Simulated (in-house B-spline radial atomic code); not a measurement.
A calculation on Ag²⁺ (with a hole in an inner shell): its settings, and results tabulated from the run. Level of theory: Dirac-Hartree-Fock, average of the jj configuration, Fermi nucleus of rms radius 4.5454 fm; calculated with a B-spline radial code for spherical atoms.

In the input, a minus or plus after the letter marks the j = l - 1/2 or j = l + 1/2 subshell.

Command:
```bash
python run_scf.py task.json out
```
Settings (nuclear radius in fm, mass in u):
```
Z                47
configuration    1s2 2s2 2p6 3s2 3p6 3d-3 3d+6 4s2 4p6 4d10
hamiltonian      dirac
method           hf
spin_polarised   False
nucleus          fermi
rms_radius       4.5454
atomic_mass      106.90509
speed_of_light   137.035999084
```

Output (hartree, bohr):
```
 radial grid: 73 intervals, B-splines of order 8, outer radius 38.5185 bohr

 iter        energy (Eh)    residual
    1       -5286.468793    5.67e-01
    2       -5294.545245    5.06e-01
    3       -5299.694337    1.13e-01
    4       -5300.052421    2.78e-02
    5       -5300.067087    1.54e-02
    6       -5300.072877    1.75e-03
    7       -5300.072899    1.09e-04
    8       -5300.072900    1.63e-05
    9       -5300.072900    1.91e-06
   10       -5300.072900    2.79e-07

 total energy                     -5300.07290
 kinetic                            5548.1437
 electron-nucleus                 -12799.4451
 electron-electron                  1951.2285

 first-order corrections (not in the total)
   Gaunt                             3.9633
   retardation                      -0.4015
   frequency dependence             -0.0310
   self-energy                       2.6854
   Uehling                          -0.3334
   Wichmann-Kroll                    0.0062
   recoil                            0.0188

 orbital      occ     eigenvalue          <r>       <r^2>       <1/r>       <r^4>       r_max    small
 1s1/2      2.000      -945.2088    0.0311029  0.00130794     49.4356 4.45577e-06     0.02016  2.96e-02
 2s1/2      2.000      -144.0638     0.134262    0.021315     11.4173 0.000785566      0.1139  6.24e-03
 2p1/2      2.000      -133.5479     0.114103   0.0159902     11.3628 0.000514873     0.08826  6.22e-03
 2p3/2      4.000      -127.1581     0.119192    0.017325     10.6781 0.000595124      0.0925  5.97e-03
 3s1/2      2.000       -28.9913     0.363829    0.151422     4.03533   0.0350242      0.3304  1.79e-03
 3p1/2      2.000       -24.6700     0.355973    0.147177     3.92899   0.0347251      0.3175  1.73e-03
 3p3/2      4.000       -23.6259     0.365878     0.15531     3.77372   0.0385637      0.3268  1.67e-03
 3d3/2      3.000       -16.3275     0.341357    0.139513     3.58139   0.0395062      0.2706  1.53e-03
 3d5/2      6.000       -16.1235     0.340887    0.137765     3.56242   0.0349435      0.2727  1.53e-03
 4s1/2      2.000        -5.2920     0.901266    0.919142       1.526     1.26847      0.8122  4.40e-04
 4p1/2      2.000        -3.8658     0.962043     1.05806     1.41063     1.75445      0.8471  3.87e-04
 4p3/2      4.000        -3.6668     0.988015     1.11587     1.36372     1.95245      0.8689  3.71e-04
 4d3/2      4.000        -1.4123       1.2391     1.83234     1.08852     6.25385        0.99  2.56e-04
 4d5/2      6.000        -1.3982      1.24976     1.85775     1.06044     6.40654      0.9923  2.38e-04
```

Time taken, with all properties: 1.1 s on 1 thread of x86-64 server CPU, with other jobs on the host.

For the Dirac Hamiltonian the kinetic term is c α·p + (β - 1)c².
